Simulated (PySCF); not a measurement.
**Calculated NMR data**

- geometry from GFN2-xTB
- B3LYP/pcJ-1 coupling constants (spin–dipole term left out of most H,H and C,H couplings)
- GIAO PBE0/pcSseg-1 shieldings
- program: PySCF
- fast rotation and ring inversion assumed for equivalent nuclei, a single conformation, non-relativistic, in vacuum

References, each an isolated molecule treated in the same way: 1H (σref 31.72) and 13C (σref 186.93) against TMS. Multiplet labels drop J under 1 Hz and among equivalent protons, and merge close values. Unscaled 3J(H,H) run several per cent high. Where no couplings were computed, multiplicities follow the n + 1 count of equivalent neighbours, and m marks all less simple cases (inequivalent or close neighbours, rings, F or P nearby). One-bond C–F couplings are unscaled and too large by tens of Hz. Shifts are as computed. Against solution values, carbons near 30 ppm lie about +3 ppm off and those near 130 ppm about +5 ppm. Of 1211 compounds with measured shifts, 218 miss one by over three times the rms of a fit or turn the order of signals round; such compounds aren't used in these exercises.

Compound 1 (C7H16Si2). 1H NMR (400 MHz, computed): δ 4.79 (m, 2H), 3.91 (t, 3H), 2.10 (t, 2H), 2.09 (q, 2H), 1.77 (m, 2H), 1.43 (m, 2H), 0.90 (t, 3H). 13C{1H} NMR (computed): δ 165.1 (C), 148.4 (C), 34.9 (CH2), 26.8 (CH2), 19.3 (CH2), 17.9 (CH2), 15.2 (CH3). Structure: `CCCC1=C(C[SiH3])C[SiH2]1`.

Compound 2 (C4H4F2). 1H NMR (400 MHz, computed): δ 3.47 (q, J = 4.8 Hz, 1H), 1.46 (td, J = 4.9, 4.8 Hz, 3H). 13C{1H} NMR (computed): δ 118.9 (C, m), 51.1 (CH, t, J = 17.5 Hz), 24.3 (CH3). Structure: SMILES CC1C(F)=C1F.

Compound 3 (C4H4F2). 1H NMR (400 MHz, computed): δ 5.73 (m, 1H), 5.26 (ddq, J = 9.1, 4.1, 1.6 Hz, 1H), 2.39 (m, 1H), 2.32 (m, 1H). 13C{1H} NMR (computed): δ 163.6 (C, dd, J = 426.1, 17.4 Hz), 116.8 (CH, dd, J = 14.8, 10.0 Hz), 94.0 (CH, dd, J = 272.7, 21.2 Hz), 30.7 (CH2, dd, J = 21.0, 18.9 Hz). Structure: SMILES C1=C(F)[C@H](F)C1.
